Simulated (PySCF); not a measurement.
A run for PySCF: R-HF/3-21G on NH3 (SMILES N).

```python
from pyscf import gto, scf, dft, mp
from pyscf.data.elements import chemcore

mol = gto.M(
    atom='''
    N     0.01626571   -0.17557768    3.69856943
    H     0.28808436   -1.06760908    4.09640044
    H    -0.67320688    0.22890892    4.32206240
    H    -0.44170215   -0.36380873    2.80615153
    ''',
    basis='3-21g',
    charge=0, spin=0, verbose=3, max_memory=1800)
mf = scf.RHF(mol)
mf.conv_tol = 1e-8
mf.max_cycle = 100
mf.kernel()
if not mf.converged:
    mf = mf.newton().run(mf.mo_coeff, mf.mo_occ)
```

Task: Predict the final total energy.

Result: -55.8708 hartree.
